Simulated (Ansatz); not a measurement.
`C[O][GeH2][SeH]`, charge 0, multiplicity 1.

(1) Give a relaxed structure at PBE0-D4/def2-TZVP (Ansatz). (Best estimate.)

Results:

(1) Computed: 
Cartesian coordinates in Å:
```
C -1.1947 0.9107 -0.4179
O -1.1138 -0.2088 0.4315
Ge 0.3919 -1.1465 0.4681
Se 2.2165 0.1927 1.1213
H -2.1908 1.3444 -0.3071
H -0.4539 1.6760 -0.1551
H -1.0550 0.6390 -1.4730
H 0.1517 -2.2091 1.5407
H 0.6767 -1.7002 -0.9396
H 2.5714 0.5019 -0.2690
```
This is one stationary point; other conformers may exist.
